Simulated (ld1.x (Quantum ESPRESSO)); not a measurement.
**PBE TM dataset for manganese (Mn), scalar-relativistic all-electron reference.**

* Element: manganese (Mn)
* Generator: ld1.x (Quantum ESPRESSO) 7.5
* Type: norm-conserving Troullier–Martins (Kleinman–Bylander form)
* Functional: PBE
* Relativity: scalar-relativistic
* Frozen core: [Ar]
* Valence charge: 7
* Reference configuration: 3d5 4s2 4p0
* Partial waves: 4p (bound, empty): rc 2.90 bohr; 3d (bound): rc 1.50 bohr; 4s (bound): rc 2.35 bohr
* Local potential: the s channel
* Core correction: Bessel-smoothed model core, default radius (core density twice the valence density)

All-electron outer shells of the reference configuration (PBE, scalar-relativistic, ld1.x):

| shell | level (eV) | outermost node (bohr) | outermost maximum (bohr) |
| --- | --- | --- | --- |
| 3s | -85.88 | 0.34 | 0.74 |
| 3p | -54.59 | 0.31 | 0.75 |
| 3d | -6.77 | – | 0.76 |
| 4s | -5.11 | 1.05 | 2.51 |
| 4p | -1.37 | 1.16 | 3.43 |

(1) Estimate the cutoffs (Ry, on a coarse ladder) from which the occupation-weighted sum of valence levels, in a spherical-Bessel basis at the reference potential, stays within 10 and 1 mRy of its value at 400 Ry.

(2) Does the potential have ghost states?

(3) Which valence shell sets the plane-wave cutoff?

## Answers

(1) 100 Ry and 160 Ry.

(2) No extra level below or beside the all-electron valence levels (p, d, s, f tested).

(3) 3d: its level needs 110 Ry to come within 1 mRy, against 18 Ry for 4s.

Its largest configuration-test error is -469 meV (3d4 4s0 4p0). 2 of 7 tests not solved or not reliable.
